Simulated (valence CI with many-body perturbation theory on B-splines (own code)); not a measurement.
**Forbidden lines of Ni XXII**

Computed by relativistic CI+MBPT: five valence electrons over a frozen Dirac-Fock core [He], a basis of 11 s, 11 p, 10 d, 8 f, 5 g, 2 h functions for each j, with the one-electron correlation potential Σ1, the two-electron term Σ2, the three-electron term Σ3, Breit, model QED; selected CI, second order for the rest, scaled by the run's own slope (own B-spline code, finite nucleus).

No measured spectrum was set against this ion. As an estimate, levels of excited configurations hold to 0.05 to 0.15 % of their energy, terms of the ground configuration to about 0.5 %. Among the levels kept, up to 5500 cm⁻¹ of a level comes from second order outside the variational space, and about a tenth of that is noise between levels of different J, which matters for small intervals.

Lines 1 to 48 of 48 in falling wavelength, among levels below 1293.8 eV, chosen from the decays that carry over 1 % of a level's rate. Wavelengths and rates use the calculated energies, so an error of 800 cm⁻¹ moves a line at 688.1 Å by 0.55 % and its rate by three times that or more. Electric multipoles are in the length gauge with retardation, E1 and E2 with the static RPA response of the core. M1 uses the relativistic operator with retardation. S is in atomic units (e²a₀⁴ for E2 and M2, e²a₀⁶ for E3), for M1 in squared Bohr magnetons. Weak lines are less certain than strong ones. Lines between different terms over intervals too small for the method are left out, as are lines whose strength nearly cancels. The highest levels of a list are the least certain.

Names give the largest LS component (configuration and term), which can be under half, so a name can repeat, a term be missing and a line seem to break the LS rules; names also repeat where a configuration has a term twice. Letters in brackets count levels of one name in rising energy.

```csv
λ vac (Å),Upper,Lower,Type,A (s⁻¹),S (a.u.)
1929,2s2.2p3 2D°_5/2,2s2.2p3 2D°_3/2,M1,1.05e+03,1.68e+00
1028,2s2.2p3 2P°_3/2,2s2.2p3 2P°_1/2,M1,5.68e+03,9.14e-01
688.1,2s2.2p3 2P°_1/2,2s2.2p3 2D°_3/2,M1,9.06e+03,2.19e-01
633.7,2s2.2p3 2D°_3/2,2s2.2p3 4S°_3/2,M1,4.00e+04,1.51e+00
524.1,2s2.2p3 2P°_3/2,2s2.2p3 2D°_5/2,M1,2.90e+04,6.20e-01
477.0,2s2.2p3 2D°_5/2,2s2.2p3 4S°_3/2,M1,4.40e+03,1.06e-01
412.1,2s2.2p3 2P°_3/2,2s2.2p3 2D°_3/2,M1,1.18e+05,1.22e+00
329.9,2s2.2p3 2P°_1/2,2s2.2p3 4S°_3/2,M1,7.55e+04,2.01e-01
249.7,2s2.2p3 2P°_3/2,2s2.2p3 4S°_3/2,M1,4.70e+04,1.09e-01
12.20,2s2.2p2.3d 2G_9/2,2s.2p4 2D_5/2,E2,4.60e+07,1.11e-04
11.64,2s2.2p2.3p 4D°_1/2,2s2.2p3 2D°_3/2,E2,8.61e+08,3.29e-04
11.58,2s2.2p2.3p 2S°_1/2,2s2.2p3 2D°_5/2,E2,1.54e+09,5.74e-04
11.51,2s2.2p2.3p 2S°_1/2,2s2.2p3 2D°_3/2,E2,1.66e+09,5.98e-04
11.51,2s2.2p2.3p 2P°_3/2 [a],2s2.2p3 2P°_1/2,E2,1.34e+09,9.69e-04
11.49,2s2.2p2.3p 2D°_5/2 [a],2s2.2p3 2D°_5/2,E2,2.37e+09,2.55e-03
11.49,2s2.2p2.3p 2F°_5/2,2s2.2p3 2P°_1/2,E2,1.15e+09,1.23e-03
11.48,2s.2p3.3s 6S°_5/2 [b],2s2.2p3 2P°_3/2,E2,9.82e+08,1.05e-03
11.47,2s2.2p2.3p 4D°_3/2 [b],2s2.2p3 2D°_3/2,E2,2.22e+09,1.57e-03
11.47,2s2.2p2.3p 2F°_7/2,2s2.2p3 2P°_3/2,E2,6.55e+08,9.28e-04
11.47,2s2.2p2.3p 2D°_3/2 [a],2s2.2p3 2D°_5/2,E2,1.21e+09,8.56e-04
11.45,2s2.2p2.3p 4D°_5/2,2s2.2p3 2D°_3/2,E2,5.29e+08,5.57e-04
11.45,2s2.2p2.3p 4D°_7/2,2s2.2p3 2D°_5/2,E2,6.12e+08,8.58e-04
11.44,2s2.2p2.3p 2D°_5/2 [b],2s2.2p3 2P°_3/2,E2,2.28e+09,2.40e-03
11.43,2s2.2p2.3p 4D°_1/2,2s2.2p3 4S°_3/2,E2,2.99e+09,1.04e-03
11.43,2s2.2p2.3p 4P°_1/2,2s2.2p3 2D°_3/2,E2,1.45e+09,5.05e-04
11.40,2s2.2p2.3p 2D°_3/2 [a],2s2.2p3 2D°_3/2,E2,1.64e+09,1.12e-03
11.38,2s2.2p2.3p 2P°_3/2 [a],2s2.2p3 2D°_5/2,E2,1.69e+09,1.15e-03
11.37,2s2.2p2.3p 2F°_5/2,2s2.2p3 2D°_5/2,E2,1.03e+09,1.05e-03
11.35,2s2.2p2.3p 4D°_3/2 [a],2s2.2p3 4S°_3/2,E2,2.17e+09,1.46e-03
11.33,2s2.2p2.3p 2P°_1/2 [a],2s2.2p3 2D°_5/2,E2,4.18e+09,1.39e-03
11.31,2s2.2p2.3p 2S°_1/2,2s2.2p3 4S°_3/2,E2,3.97e+08,1.31e-04
11.29,2s.2p3.3p 4F_7/2,2s.2p4 4P_5/2,E2,2.21e+09,2.89e-03
11.28,2s2.2p2.3p 2P°_1/2 [c],2s2.2p3 2P°_3/2,E2,1.86e+09,6.08e-04
11.26,2s2.2p2.3p 2P°_1/2 [a],2s2.2p3 2D°_3/2,E2,2.10e+09,6.80e-04
11.24,2s2.2p2.3p 4D°_5/2,2s2.2p3 4S°_3/2,E2,2.03e+09,1.96e-03
11.24,2s.2p3.3s 6S°_5/2 [b],2s2.2p3 2D°_5/2,E2,3.85e+08,3.70e-04
11.23,2s.2p3.3p 4F_9/2,2s.2p4 4P_5/2,E2,2.91e+09,4.65e-03
11.22,2s2.2p2.3p 2F°_7/2,2s2.2p3 2D°_5/2,E2,1.94e+09,2.47e-03
11.18,2s2.2p2.3p 4D°_7/2,2s2.2p3 4S°_3/2,E2,2.58e+09,3.21e-03
11.17,2s.2p3.3s 6S°_5/2 [b],2s2.2p3 2D°_3/2,E2,5.13e+08,4.78e-04
11.16,2s2.2p2.3p 2F°_7/2,2s2.2p3 2D°_3/2,E2,1.27e+09,1.57e-03
11.13,2s2.2p2.3p 2P°_3/2 [b],2s2.2p3 2P°_1/2,E2,1.91e+09,1.17e-03
10.24,2s.2p3.3d 4G°_9/2,2s2.2p3 2D°_5/2,E2,3.09e+08,3.10e-04
10.17,2s.2p3.3d 2G°_9/2 [a],2s2.2p3 2D°_5/2,E2,1.36e+10,1.32e-02
10.04,2s.2p3.3d 4F°_9/2 [b],2s2.2p3 2D°_5/2,E2,5.61e+09,5.10e-03
10.01,2s.2p3.3d 2G°_7/2 [b],2s2.2p3 2P°_3/2,E2,9.86e+09,7.06e-03
9.826,2s.2p3.3d 2G°_9/2 [b],2s2.2p3 2D°_5/2,E2,7.06e+09,5.77e-03
9.768,2s.2p3.3d 2G°_7/2 [b],2s2.2p3 2D°_3/2,E2,2.07e+09,1.32e-03
```
